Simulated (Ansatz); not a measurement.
BiBrH2Te2, SMILES [Br][Bi]([TeH])[TeH].

The structure is a stationary point at B3LYP-D3(BJ)/def2-SVP. The structure was generated by enumeration; whether it is a known compound was not checked. The def2 effective core potentials stand for the cores of Bi, Te; spin–orbit coupling is left out.

Two levels are set side by side: PBE/def2-SVPD (Ansatz, a quantum-chemistry and plane-wave program) and PBE0/def2-SVPD (Ansatz). Energy differences of separate SCF runs at the same geometry; the states with an electron removed or added have multiplicity 2 and 2. Differences are taken from unrounded values.

```tsv
quantity	PBE0
vertical ionisation energy (eV)	8.20
vertical electron affinity (eV)	1.26
vertical singlet–triplet gap (eV)	2.67
```

### Question
What does PBE give, and how far is it from PBE0? (An estimate is asked for; the answer gives what the named calculation found.)

### Answer

```json
[
 {"quantity": "vertical ionisation energy (eV)", "PBE": "7.91", "PBE minus PBE0": "-0.29"},
 {"quantity": "vertical electron affinity (eV)", "PBE": "1.20", "PBE minus PBE0": "-0.07"},
 {"quantity": "vertical singlet–triplet gap (eV)", "PBE": "2.55", "PBE minus PBE0": "-0.12"}
]
```
